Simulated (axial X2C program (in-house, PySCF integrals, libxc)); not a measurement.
Spin–orbit effects down a group: molecules with H (ions), CCSD(T)

Calculated with an in-house relativistic program for diatomic molecules, spin-free (one-electron X2C) or two-component (2c: spin–orbit coupling with atomic mean-field Coulomb and Gaunt terms, which also bring small scalar terms), in Dyall basis sets with cores contracted in-house; open shells are unrestricted.

Basis sets: As dyall-acv3z, Bi dyall-acv3z, H dyall-av3z, P dyall-av3z, Sb dyall-acv3z. Frozen shells (counts by l): PH⁻ P 2s1p, H none, 7 electrons correlated; AsH⁻ As 3s2p1d, H none, 7 electrons correlated; SbH⁻ Sb 4s3p2d, H none, 7 electrons correlated; BiH⁻ Bi 5s4p3d1f, H none, 7 electrons correlated. Coupled cluster in natural virtuals with an MP2 remainder. Where the outer core of a metal is frozen, bonds come out longer and ionisation energies lower.

```tsv
molecule	spin-free state	Re (Å)	ωe (cm⁻¹)	De (eV)	2c state	Re 2c (Å)	ωe 2c (cm⁻¹)	De 2c (eV)
PH⁻	M_S = 1/2, Λ = 1	1.443	2239.2	3.24	Ω = 3/2	1.443	2238.2	3.25
AsH⁻	M_S = 1/2, Λ = 1	1.547	2028.5	2.97	Ω = 3/2	1.548	2023.7	3.02
SbH⁻	M_S = 1/2, Λ = 1	1.743	1799.4	2.81	Ω = 3/2	1.746	1782.9	2.77
BiH⁻	M_S = 1/2, Λ = 1	1.828	1652.2	n/a	Ω = 3/2	1.854	1517.4	n/a
```

Fragments in 2c: P + H-, As + H-, Sb- + H, Bi- + H. Each entry is the lowest single determinant of a limited PBE0 search at one distance. De goes to single-determinant-based atoms at the same level (for ions the charge split of lowest energy) and is withheld (n/a) where an atom does not fit its ground term or J level. Main or longest-lived isotopes.
